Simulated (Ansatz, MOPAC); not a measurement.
System: H₇Si₃O (charge 0, doublet). SMILES: [Si]([SiH3])(O)[SiH3]

Atoms: O1, Si2, Si3, Si4, H5, H6, H7, H8, H9, H10, H11. Bonds: O1-Si2, O1-H5, Si2-Si3, Si2-Si4, Si3-H6, Si3-H7, Si3-H8, Si4-H9, Si4-H10, Si4-H11.

Bond lengths (Å) and angles (degrees) optimised at PM7 with MOPAC; HF/6-31G* with Ansatz (a first-principles code); PBE/6-31G* with Ansatz; B3LYP/LANL2DZ with Ansatz, each started from the B3LYP-D3(BJ)/def2-TZVP structure (Ansatz) of the last column. A row stands for all coordinates that are equal there; 13 of 23 kinds are shown. 6-31G* holds six Cartesian d functions. No wavenumbers were computed at PBE/6-31G*, B3LYP/LANL2DZ, so these may be saddle points.

```json
[
 {"coordinate": "O1-Si2", "PM7": "1.580", "HF/6-31G*": "1.668", "PBE/6-31G*": "1.702", "B3LYP/LANL2DZ": "1.724", "B3LYP-D3(BJ)/def2-TZVP": "1.670"},
 {"coordinate": "O1-H5", "PM7": "0.964", "HF/6-31G*": "0.947", "PBE/6-31G*": "0.978", "B3LYP/LANL2DZ": "0.972", "B3LYP-D3(BJ)/def2-TZVP": "0.962"},
 {"coordinate": "Si2-Si3", "PM7": "2.173", "HF/6-31G*": "2.349", "PBE/6-31G*": "2.350", "B3LYP/LANL2DZ": "2.351", "B3LYP-D3(BJ)/def2-TZVP": "2.341"},
 {"coordinate": "Si2-Si4", "PM7": "2.173", "HF/6-31G*": "2.358", "PBE/6-31G*": "2.362", "B3LYP/LANL2DZ": "2.368", "B3LYP-D3(BJ)/def2-TZVP": "2.351"},
 {"coordinate": "Si3-H6", "PM7": "1.466", "HF/6-31G*": "1.479", "PBE/6-31G*": "1.503", "B3LYP/LANL2DZ": "1.485", "B3LYP-D3(BJ)/def2-TZVP": "1.484"},
 {"coordinate": "Si3-H7", "PM7": "1.466", "HF/6-31G*": "1.479", "PBE/6-31G*": "1.505", "B3LYP/LANL2DZ": "1.486", "B3LYP-D3(BJ)/def2-TZVP": "1.486"},
 {"coordinate": "Si3-H8", "PM7": "1.466", "HF/6-31G*": "1.477", "PBE/6-31G*": "1.501", "B3LYP/LANL2DZ": "1.483", "B3LYP-D3(BJ)/def2-TZVP": "1.482"},
 {"coordinate": "Si4-H10", "PM7": "1.466", "HF/6-31G*": "1.480", "PBE/6-31G*": "1.506", "B3LYP/LANL2DZ": "1.488", "B3LYP-D3(BJ)/def2-TZVP": "1.487"},
 {"coordinate": "O1-Si2-Si3", "PM7": "113.1", "HF/6-31G*": "107.2", "PBE/6-31G*": "106.4", "B3LYP/LANL2DZ": "104.3", "B3LYP-D3(BJ)/def2-TZVP": "107.3"},
 {"coordinate": "O1-Si2-Si4", "PM7": "122.2", "HF/6-31G*": "112.8", "PBE/6-31G*": "113.8", "B3LYP/LANL2DZ": "111.7", "B3LYP-D3(BJ)/def2-TZVP": "112.7"},
 {"coordinate": "Si3-Si2-Si4", "PM7": "124.7", "HF/6-31G*": "115.5", "PBE/6-31G*": "114.8", "B3LYP/LANL2DZ": "116.6", "B3LYP-D3(BJ)/def2-TZVP": "114.9"},
 {"coordinate": "Si2-O1-H5", "PM7": "129.9", "HF/6-31G*": "118.2", "PBE/6-31G*": "113.9", "B3LYP/LANL2DZ": "126.1", "B3LYP-D3(BJ)/def2-TZVP": "117.9"},
 {"coordinate": "Si2-Si3-H6", "PM7": "112.3", "HF/6-31G*": "108.3", "PBE/6-31G*": "107.3", "B3LYP/LANL2DZ": "108.2", "B3LYP-D3(BJ)/def2-TZVP": "107.1"}
]
```

Mean signed difference of all 10 bond lengths from B3LYP-D3(BJ)/def2-TZVP: PM7 -0.055 Å, HF/6-31G* -0.004 Å, PBE/6-31G* 0.018 Å, B3LYP/LANL2DZ 0.010 Å.
